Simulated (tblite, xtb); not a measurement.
C4H7 (SMILES [CH]=C(C)C), doublet, at a GFN2-xTB geometry. Base run: GFN1-xTB (xtb).

Input for xtb:
```
$ xtb mol.xyz --gfn 1 --uhf 1 --json

# file mol.xyz
11

C     -0.01583438     0.01152779     1.49894858
C     -0.00222843     0.02374520     0.20492787
H     -0.02223869    -0.69129602     2.29786866
C      0.00269449     1.29161997    -0.60733811
H     -0.00662782     2.16401956     0.03942821
H      0.89090871     1.32760594    -1.23693731
H     -0.87224194     1.32254452    -1.25552371
C      0.01033407    -1.24161286    -0.64220029
H      0.00629703    -2.13018294    -0.01726348
H     -0.86735589    -1.25472468    -1.28612343
H      0.90146410    -1.24964698    -1.26747727
```

Programs used: tblite, xtb; a row that names a program was run with it.

Each row names what was changed in the base input (with any setting that the change needs).

```tsv
change	ΔE vs base (kJ/mol)	dipole (D)	SCF cycles
base	0.00	1.28	9
acc = 0.1	0.00	1.28	10
program = tblite; method = gfn1; option = --grad	0.00	-	-
gbsa = water	-1.43	1.49	9
program = tblite; method = gfn1; option = (--efield, 0,0,0.1)	2.09	-	-
file = coord	0.00	1.28	9
acc = 30	0.00	1.28	7
program = tblite; method = gfn1; option = (--alpb, water)	0.26	-	-
```

ALPB and GBSA are two models with their own fitted parameters for each solvent, which aren't always the measured dielectric constant.
